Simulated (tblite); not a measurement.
Species: C₆H₉NOSi.
Atom-mapped SMILES: `[CH3:1][O:2][SiH2:3][c:4]1[cH:5][cH:6][cH:7][n:8][cH:9]1` (hydrogens: H10, H11, H12 on C1; H13, H14 on Si3; H15 on C5; H16 on C6; H17 on C7; H18 on C9)

The geometry is computed with GFN2-xTB (gas phase).

(1) What internal coordinates does the optimisation give?

Answers

(1) 
```tsv
bond	length (bohr)
C1–O2	2.633
O2–Si3	3.063
Si3–C4	3.545
C4–C5	2.629
C5–C6	2.617
C6–C7	2.619
C7–N8	2.501
N8–C9	2.494
C4–C9	2.630
C1–H10, C1–H11, C1–H12	2.063
Si3–H13, Si3–H14	2.775
C5–H15	2.041
C6–H16	2.041
C7–H17	2.046
C9–H18	2.046
```

Bonds in one row agree within 0.02 bohr and their mean is given. A selection of angles:
```tsv
angle	degrees
C1–O2–Si3	127.9
O2–Si3–C4	102.5
Si3–C4–C5	123.9
Si3–C4–C9	119.6
C5–C4–C9	116.5
C4–C5–C6	119.7
C5–C6–C7	118.2
C6–C7–N8	123.1
C7–N8–C9	117.9
C4–C9–N8	124.6
```

Dihedral angles: C1–O2–Si3–C4 180° (antiperiplanar); O2–Si3–C4–C5 -4° (synperiplanar). The mirror-image conformer, all signs reversed, is as good.

O2 (silyl ether oxygen) is bent (angle 127.9°). Of the pairs four or more bonds apart, O2···H15 is among the closest relative to their van der Waals radii: 2.58 Å, 95 % of the sum of Bondi's values. The 6-membered ring C4–C5–C6–C7–N8–C9 has internal angles of 116.5° to 124.6°; it is planar, 0.00 Å rms from its mean plane, widest ring torsion 0°. Si3 (oxygen-bound silicon) is distorted tetrahedral (angles from 102.5° to 111.7°).

Point group: near Cs, missed by 0.19 Å at most; the miss may be what the optimiser left on a soft mode. Its GFN2-xTB frequencies are all real (lowest 36 cm⁻¹). One conformer, not necessarily the lowest. 3 starts were optimised and ended at 0.00, 0.03 and 1.60 kcal/mol (GFN2-xTB); the lowest of these is shown.

The run took 1.6 s of wall time on Arm Neoverse N1, one thread, shared host with 64 logical CPUs at a one-minute load of 60. That covers the optimisation of the geometry.
